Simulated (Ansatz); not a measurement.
Gas-phase reaction in SMILES: C=C(C)CCC → [CH2]C + [CH2]C(=C)C (the C-C bond at the site shown breaks; other sites are not compared here)
Structures are relaxed separately at B3LYP-D3(BJ)/def2-TZVP in Ansatz (a first-principles code), one conformer each, not searched for the lowest. Markedly spin-contaminated UHF reference, which strains HF, MP2 and, less, CCSD(T): [CH2]C(=C)C.
Geometry of the first species:
```
C
H 1 1.0929
H 1 1.0970 2 106.68
C 1 1.5063 2 109.30 3 117.88
C 4 1.3306 1 121.59 2 8.48
H 5 1.0832 4 121.67 1 179.76
H 5 1.0833 6 116.88 4 -179.89
C 4 1.5029 5 121.82 6 -0.21
H 8 1.0895 4 111.52 5 -3.19
H 8 1.0930 9 108.05 4 -122.68
H 8 1.0943 9 108.41 10 -115.22
C 1 1.5346 2 108.93 3 -116.88
H 12 1.0930 1 109.79 2 177.77
H 12 1.0938 13 106.43 1 -117.57
C 12 1.5256 13 109.37 14 -118.68
H 15 1.0915 12 111.41 13 57.98
H 15 1.0926 16 107.77 12 -122.09
H 15 1.0928 16 107.77 17 -115.82
```
Charge 0, spin multiplicity 1.

Property: bond dissociation energy (electronic energy difference), in kcal/mol. Correlated levels leave the core frozen unless marked. Open shells are spin-unrestricted. Spin-orbit coupling is left out. No relativistic terms. 

```
level                               program  bond dissociation energy (kcal/mol)
---------------------------  --------------  -----------------------------------
revPBE-D4/def2-TZVPD         Ansatz + dftd4                                 75.7
r2SCAN/def2-TZVPD                    Ansatz                                 69.5
PBE0/def2-SVP                        Ansatz                                 77.8
PBE0-D3(BJ)/def2-TZVP        Ansatz + dftd3                                 77.4
PBE0-D3(BJ)/def2-TZVPD       Ansatz + dftd3                                 77.3
BHLYP-D3(BJ)/def2-TZVPD      Ansatz + dftd3                                 72.7
r2SCAN0-D4/def2-TZVPD        Ansatz + dftd4                                 70.5
CAM-B3LYP-D3(BJ)/def2-TZVPD  Ansatz + dftd3                                 76.0
wB97X-V/def2-TZVPD                   Ansatz                                 80.9
B2GP-PLYP-D3(BJ)/def2-TZVPD  Ansatz + dftd3                                 79.7
B2PLYP/def2-TZVPD                    Ansatz                                 76.2
MP2/6-31G*                           Ansatz                                 90.4
SCS-MP2/aug-cc-pVDZ                  Ansatz                                 89.4
CCSD/6-31G*                          Ansatz                                 78.5
```
